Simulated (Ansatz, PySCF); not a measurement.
Gas-phase reaction in SMILES: Cl[Si]Cl -> [Si]Cl + Cl atom (the Cl-Si bond at the site shown breaks; other sites are not compared here)
Structures are relaxed separately at B3LYP-D3(BJ)/def2-TZVP in Ansatz (a quantum-chemistry and plane-wave program). Unstable Hartree-Fock reference: Cl[Si]Cl.
Geometry of the first species:
```xyz
3

Si    -0.0165     0.0173     0.9364
Cl     1.0611     1.2272    -0.3899
Cl    -1.0475    -1.2415    -0.3813
```

Quantity: bond dissociation energy (enthalpy at 298 K, with B3LYP-D3(BJ) rigid-rotor harmonic-oscillator terms from PySCF), in kcal/mol. Valence correlation only, unless marked. Open shells are spin-unrestricted. No spin-orbit coupling. No relativistic terms. Basis-set limits of correlation are two-point, X^-3; Hartree-Fock from the larger set.

| level | program | bond dissociation energy (kcal/mol) |
|---|---|---|
| HF/cc-pwCVTZ | Ansatz | 73.7 |
| B97M-V/def2-TZVPD | Ansatz | 107.3 |
| PBE0/def2-TZVPD | Ansatz | 102.7 |
| PBE0/def2-QZVPP | Ansatz | 102.7 |

Question: Predict the CCSD(T)/CBS(cc-pV(T+d)Z,cc-pV(Q+d)Z) result (Ansatz).

Answer: 105.6 kcal/mol, so PBE0/def2-QZVPP differs from it by -2.9 kcal/mol.
